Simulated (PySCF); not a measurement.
A geometry optimisation on 2-acetylpyridine, `CC(=O)c1ccccn1`.

Computed with PBE0-D3(BJ)/def2-SVP geometry optimisation, gas phase (PySCF 2.14.0). Start geometry: GFN2-xTB. The input is one job of a driver script: a line of settings, then coordinates in Å.

Input:
```
{"job": {"xc": "PBE0", "basis": "def2-SVP", "d3": "d3bj", "grid": 2, "kind": "geom"}, "charge": 0, "multiplicity": 1}
C     -2.503901     0.816255     0.387934
C     -1.739246    -0.413166    -0.004508
O     -2.258946    -1.472718    -0.269183
C     -0.254943    -0.243617    -0.051300
C      0.556191    -1.319919    -0.406347
C      1.927784    -1.133783    -0.442029
C      2.436520     0.115454    -0.124312
C      1.542141     1.123918     0.215680
N      0.236525     0.954877     0.253179
H     -3.570413     0.609753     0.399380
H     -2.171577     1.146264     1.369054
H     -2.280506     1.615173    -0.314847
H      0.097847    -2.267239    -0.643590
H      2.586644    -1.946334    -0.712180
H      3.498225     0.307234    -0.139321
H      1.890057     2.116791     0.470980
```

Output:
```
step   0  E = -400.19328877  max force = 0.009198
step   1  E = -400.19484247  max force = 0.002567
step   2  E = -400.19485812  max force = 0.001046
step   3  E = -400.19485607  max force = 0.001367
step   4  E = -400.19486682  max force = 0.000240
optimisation converged
```

Energies in Eh; «max force» is the largest Cartesian gradient component in Eh/bohr.

Task: Give the first gradient maximum in eV/Å.

Result: With 1 Eh/bohr = 51.422 eV/Å, 0.473 eV/Å.

Task: How much energy does the optimisation release, in kcal/mol?

Result: E(step 0) − E(last step) = 0.001578 Eh, which is 1.0 kcal/mol.

Main results: final energy -400.19487 Eh after 4 steps; dipole 3.01 D.

Task: How long does this job take on an Arm Neoverse V1 with one thread (shared host)? And the peak memory of the process?

Result: About 63 s, with 0.76 GiB resident at the peak, the Python interpreter and its libraries included.
Labels such as C1 count atoms from 1, the log's own numbers from 0.
